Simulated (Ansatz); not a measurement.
One change: `C=C[SiH]([SiH3])[SiH3]` becomes `[AlH2][SiH]([SiH3])[SiH3]`.

Ansatz, PBE0-D4/def2-TZVP geometries, multiplicity 1. Each molecule was computed in one conformer, which needn't be the lowest.

| property | `C=C[SiH]([SiH3])[SiH3]` |
| --- | --- |
| LUMO energy (B3LYP/def2-TZVPP) / eV | -0.94 |
| size of the dipole moment (PBE/def2-TZVPP) / D | 0.86 |
| LUMO energy (PBE/def2-TZVPP) / eV | -1.70 |
| HOMO energy (PBE/def2-TZVPP) / eV | -6.37 |
| HOMO–LUMO gap (B3LYP/def2-TZVPP) / eV | 6.24 |
| HOMO energy (PBE0/def2-TZVPP) / eV | -7.37 |

Problem. Give the same properties after the change, and the shifts. (Estimate.)

Solution. Ansatz gave: 
```
                                      property  `[AlH2][SiH]([SiH3])[SiH3]`  shift
           LUMO energy (B3LYP/def2-TZVPP) / eV                        -2.40  -1.46
size of the dipole moment (PBE/def2-TZVPP) / D                         0.26  -0.60
             LUMO energy (PBE/def2-TZVPP) / eV                        -2.95  -1.25
             HOMO energy (PBE/def2-TZVPP) / eV                        -6.42  -0.05
         HOMO–LUMO gap (B3LYP/def2-TZVPP) / eV                         4.84  -1.40
            HOMO energy (PBE0/def2-TZVPP) / eV                        -7.43  -0.06
```

With PBE0 the HOMO falls by 0.06 eV and the LUMO falls by 1.48 eV, so the gap narrows by about 1.42 eV. PBE moves the HOMO by -0.05 eV and ωB97M-V by 0.01 eV. Dipoles are sizes alone; their direction can turn.

B3LYP here is the variant with VWN-RPA as its local correlation; programs differ in this.
